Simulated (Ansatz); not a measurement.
Geometry optimisation, Ansatz 0.2.0, UKS B3LYP-D4/def2-SVP.

Input file:

```yaml
crystal:
  periodic: [false, false, false]
  atoms:
    - { symbol: C, position_ang: [-2.0079, 0.6961, 0.0747] }
    - { symbol: C, position_ang: [-0.9289, 0.1026, 0.1163] }
    - { symbol: C, position_ang: [0.1628, -0.547, 0.1671] }
    - { symbol: O, position_ang: [0.2239, -1.8125, 0.7055] }
    - { symbol: Si, position_ang: [1.759, 0.1859, -0.422] }
    - { symbol: H, position_ang: [-2.6884, 0.6879, -0.8169] }
    - { symbol: H, position_ang: [-2.353, 1.3687, 0.8912] }
    - { symbol: H, position_ang: [-0.7344, -2.0003, 0.9488] }
    - { symbol: H, position_ang: [2.0693, 1.4557, 0.3906] }
    - { symbol: H, position_ang: [2.9053, -0.7375, -0.2083] }
    - { symbol: H, position_ang: [1.6575, 0.5435, -1.8264] }
magnetization:
  spin_polarized: true
basis:
  gaussian: { orbitals: def2-SVP }
hamiltonian:
  xc: b3lyp
  dispersion: d4
relax:
  f_tol: 0.02
  max_steps: 40
output:
  orbitals: {}
```

Run as:

```bash
$ ansatz run input.yaml --threads 2 --pin off --max-ram 3072MiB --backend cpu --events-out ev --progress --plain --runs-dir out
```

Task: Where does it end, and by what steps?

Result: It converged. After 25 steps the energy has fallen by 0.542 eV; H9 moved furthest, 1.11 Å.

| step | energy less start (eV) | largest force component (eV/Å) | accepted |
| --- | --- | --- | --- |
| 0 | 0.0000 | 6.120 | yes |
| 1 | -0.1944 | 2.941 | yes |
| 2 | -0.3813 | 1.375 | yes |
| 3 | -0.4089 | 0.500 | yes |
| 4 | -0.4061 | 1.097 | no |
| 5 | -0.4566 | 0.243 | yes |
| 6 | -0.4761 | 0.044 | yes |
| 7 | -0.4883 | 0.076 | yes |
| 8 | -0.4916 | 0.345 | yes |
| 9 | -0.4921 | 0.310 | yes |
| 10 | -0.5248 | 0.147 | yes |
| 11 | -0.5112 | 0.475 | no |
| 12 | -0.5322 | 0.045 | yes |
| 13 | -0.5366 | 0.091 | yes |
| 14 | -0.5125 | 0.627 | no |
| 15 | -0.5387 | 0.040 | yes |
| 16 | -0.5357 | 0.213 | no |
| 17 | -0.5399 | 0.035 | yes |
| 18 | -0.5408 | 0.031 | yes |
| 19 | -0.5415 | 0.024 | yes |
| 20 | -0.5416 | 0.026 | yes |
| 21 | -0.5417 | 0.025 | yes |
| 22 | -0.5417 | 0.021 | yes |
| 23 | -0.5413 | 0.051 | no |
| 24 | -0.5418 | 0.041 | yes |
| 25 | -0.5419 | 0.007 | yes |

```xyz
11
Properties=species:S:1:pos:R:3
C -2.132 0.651 -0.206
C -0.988 0.074 0.075
C 0.179 -0.480 0.335
O 0.369 -1.583 1.136
Si 1.784 0.204 -0.392
H -2.736 0.349 -1.072
H -2.537 1.464 0.412
H -0.489 -1.879 1.474
H 2.708 0.600 0.710
H 2.450 -0.844 -1.218
H 1.457 1.386 -1.234
```

Whether the end is a true minimum wasn't checked by a vibrational analysis.

The run took 2.9 min on 2 threads of Arm Neoverse N1, with other jobs on the host, peak memory 0.3 GiB.
